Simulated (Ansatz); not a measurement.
Geometry optimisation, UKS CAM-B3LYP/STO-3G (Ansatz).

The input (input.yaml):

```yaml
crystal:
  periodic: [false, false, false]
  atoms:
    - { symbol: "N", position_ang: [1.6078, -1.5485, 0.5742] }
    - { symbol: C, position_ang: [0.8546, -0.3868, 0.0574] }
    - { symbol: O, position_ang: [1.7218, 0.6775, 0.0548] }
    - { symbol: "N", position_ang: [-0.1413, -0.1603, 0.9824] }
    - { symbol: C, position_ang: [-1.0742, 0.9292, 0.4777] }
    - { symbol: Si, position_ang: [-1.3261, 0.7276, -1.3561] }
    - { symbol: S, position_ang: [0.2792, -0.7173, -1.5817] }
    - { symbol: H, position_ang: [1.6621, -1.3196, 1.5568] }
    - { symbol: H, position_ang: [0.9709, -2.2991, 0.4831] }
    - { symbol: H, position_ang: [2.5769, 0.2239, -0.1618] }
    - { symbol: H, position_ang: [-0.7757, -1.0249, 1.0043] }
    - { symbol: H, position_ang: [-2.011, 0.9319, 1.0481] }
    - { symbol: H, position_ang: [-0.6404, 1.923, 0.6879] }
    - { symbol: H, position_ang: [-2.6479, 0.0675, -1.6506] }
    - { symbol: H, position_ang: [-1.0787, 1.9251, -2.147] }
magnetization:
  spin_polarized: true
basis:
  gaussian: { orbitals: STO-3G }
hamiltonian:
  xc: cam_b3lyp
relax:
  f_tol: 0.02
  max_steps: 40
```

Run as:

```bash
$ ansatz run input.yaml --threads 1 --pin off --max-ram 2048MiB --backend cpu --events-out ev --progress --plain --runs-dir out
```

Where does it end, and by what steps?

It converged. Limits of this set-up: minimal basis. After 8 steps the energy has fallen by 1.272 eV; H8 moved furthest, 0.22 Å.

```
step  energy less start (eV)  largest force component (eV/Å)  accepted
   0                  0.0000                           6.021       yes
   1                 -1.1293                           1.375       yes
   2                 -1.2342                           0.430       yes
   3                 -1.2654                           0.262       yes
   4                 -1.2679                           0.126       yes
   5                 -1.2703                           0.057       yes
   6                 -1.2708                           0.103       yes
   7                 -1.2711                           0.075       yes
   8                 -1.2718                           0.018       yes
```

```xyz
15
Properties=species:S:1:pos:R:3
N 1.685 -1.606 0.544
C 0.861 -0.426 0.109
O 1.703 0.753 0.126
N -0.250 -0.096 1.097
C -1.126 0.984 0.486
Si -1.299 0.685 -1.382
S 0.190 -0.806 -1.599
H 1.802 -1.492 1.586
H 1.081 -2.462 0.436
H 2.557 0.385 -0.294
H -0.850 -0.969 1.116
H -2.086 0.985 1.020
H -0.637 1.950 0.675
H -2.601 0.184 -1.741
H -1.052 1.882 -2.148
```

Whether the end is a true minimum wasn't checked by a vibrational analysis.

Time of the run: 85 s on 1 thread of Arm Neoverse V2, with other jobs on the host, peak memory 0.24 GiB.
